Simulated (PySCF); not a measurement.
Parent: `[CH3:1][N:2]([CH3:3])/[CH:4]=[CH:5]/[CH:6]=[N+:7]([CH3:8])[CH3:9]` (charge +1) with C4–C5–C6–N7 180°, [C7H15N2]+.

Computed, not measured: PBE0-D3(BJ)/def2-SVP geometry optimisation, gas phase (PySCF 2.14.0). One conformer each, not checked by frequencies here.

```json
{"coordinate of the parent": "C1–N2", "value": "1.452 Å"}
{"coordinate of the parent": "N2–C3", "value": "1.453 Å"}
{"coordinate of the parent": "N2–C4", "value": "1.318 Å"}
{"coordinate of the parent": "C4=C5", "value": "1.394 Å"}
{"coordinate of the parent": "C5–C6", "value": "1.394 Å"}
{"coordinate of the parent": "C6=N7", "value": "1.318 Å"}
{"coordinate of the parent": "N7–C8", "value": "1.453 Å"}
{"coordinate of the parent": "N7–C9", "value": "1.452 Å"}
{"coordinate of the parent": "C1–N2–C3", "value": "117.5°"}
{"coordinate of the parent": "C1–N2–C4", "value": "121.5°"}
{"coordinate of the parent": "C3–N2–C4", "value": "121.0°"}
{"coordinate of the parent": "N2–C4–C5", "value": "126.4°"}
{"coordinate of the parent": "C4–C5–C6", "value": "118.6°"}
{"coordinate of the parent": "C5–C6–N7", "value": "126.5°"}
{"coordinate of the parent": "C6–N7–C8", "value": "121.0°"}
{"coordinate of the parent": "C6–N7–C9", "value": "121.5°"}
{"coordinate of the parent": "C8–N7–C9", "value": "117.5°"}
```

**Question.** How does the shared frame change in `[CH3:1][N:2]([CH3:3])/[C:4]([SiH3:5])=[CH:6]/[CH:7]=[N+:8]([CH3:9])[CH3:10]` (charge +1) with C4–C6–C7–N8 180°, [C7H17N2Si]+? Atoms pair as C1 = C3, N2 = N2, C3 = C1, C4 = C4, C5 = C6, C6 = C7, N7 = N8, C8 = C10, C9 = C9 (parent first).

**Answer.** 
| parent | relative | value in the relative | change |
| --- | --- | --- | --- |
| C1–N2 | C3–N2 | 1.452 Å | 0.000 |
| N2–C3 | N2–C1 | 1.455 Å | +0.002 |
| N2–C4 | N2–C4 | 1.333 Å | +0.015 |
| C4=C5 | C4=C6 | 1.408 Å | +0.014 |
| C5–C6 | C6–C7 | 1.394 Å | 0.000 |
| C6=N7 | C7=N8 | 1.320 Å | +0.002 |
| N7–C8 | N8–C10 | 1.452 Å | -0.001 |
| N7–C9 | N8–C9 | 1.452 Å | 0.000 |
| C1–N2–C3 | C3–N2–C1 | 114.6° | -2.9 |
| C1–N2–C4 | C3–N2–C4 | 124.0° | +2.5 |
| C3–N2–C4 | C1–N2–C4 | 121.4° | +0.4 |
| N2–C4–C5 | N2–C4–C6 | 119.6° | -6.8 |
| C4–C5–C6 | C4–C6–C7 | 124.2° | +5.6 |
| C5–C6–N7 | C6–C7–N8 | 125.5° | -1.0 |
| C6–N7–C8 | C7–N8–C10 | 121.4° | +0.4 |
| C6–N7–C9 | C7–N8–C9 | 121.2° | -0.3 |
| C8–N7–C9 | C10–N8–C9 | 117.3° | -0.2 |

Of the parent's bonds, N2–C4 and C4–C5 change most and about equally (+0.014 to +0.015 Å). Bonds of the relative outside the shared frame: C4–Si5 1.932 Å.

**Question.** How does the shared frame change in `[CH3:1][N:2]([CH3:3])/[CH:4]=[C:5](\[F:6])[CH:7]=[N+:8]([CH3:9])[CH3:10]` (charge +1) with C4–C5–C7–N8 180°, [C7H14FN2]+? Atoms pair as C1 = C3, N2 = N2, C3 = C1, C4 = C4, C5 = C5, C6 = C7, N7 = N8, C8 = C9, C9 = C10 (parent first).

**Answer.** 
```
  parent   relative  value in the relative  change
   C1–N2      C3–N2                1.454 Å  +0.002
   N2–C3      N2–C1                1.460 Å  +0.007
   N2–C4      N2–C4                1.317 Å  -0.001
   C4=C5      C4=C5                1.394 Å   0.000
   C5–C6      C5–C7                1.395 Å  +0.001
   C6=N7      C7=N8                1.317 Å  -0.001
   N7–C8      N8–C9                1.460 Å  +0.007
   N7–C9     N8–C10                1.454 Å  +0.002
C1–N2–C3   C3–N2–C1                 116.4°    -1.1
C1–N2–C4   C3–N2–C4                 120.3°    -1.2
C3–N2–C4   C1–N2–C4                 123.3°    +2.3
N2–C4–C5   N2–C4–C5                 129.1°    +2.7
C4–C5–C6   C4–C5–C7                 119.5°    +0.9
C5–C6–N7   C5–C7–N8                 129.2°    +2.7
C6–N7–C8   C7–N8–C9                 123.3°    +2.3
C6–N7–C9  C7–N8–C10                 120.3°    -1.2
C8–N7–C9  C9–N8–C10                 116.4°    -1.1
```

Of the parent's bonds, N2–C3 and N7–C8 change most and about equally (+0.007 Å). Bonds of the relative outside the shared frame: C5–F6 1.340 Å. Point group C2v → C2v.
